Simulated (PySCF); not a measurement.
## Radial density of Yb(46+) (ytterbium, charge +46)

r2SCAN0, [Ar] 3d6, high-spin 5D determinant. Calculation: PySCF 2.14, in an uncontracted even-tempered set (18 s from 10 bohr⁻², ratio 2.5; 13 p from 13 bohr⁻², ratio 2.5; 7 d from 13 bohr⁻², ratio 2.5; 4 f from 51 bohr⁻², ratio 2.7; 3 g from 76 bohr⁻², ratio 2.7); scalar relativity by spin-free X2C-1e.

```csv
r (bohr),4πr²ρ (e/bohr),4πr²(ρα − ρβ)
0.0181,89.78,0.0179
0.0304,85.09,0.2538
0.0512,118.4,2.2457
0.0861,95.09,11.1981
0.145,79.12,23.5212
0.244,54.56,12.0597
0.410,2.853,0.5801
0.690,0.005069,0.0013
```

Densities and radii are taken from the X2C orbitals without a picture-change correction, which distorts them close to the nucleus.

Spin-orbit coupling is strong in this species (close to jj coupling), so the high-spin LS determinant is a model state, not a physical level.
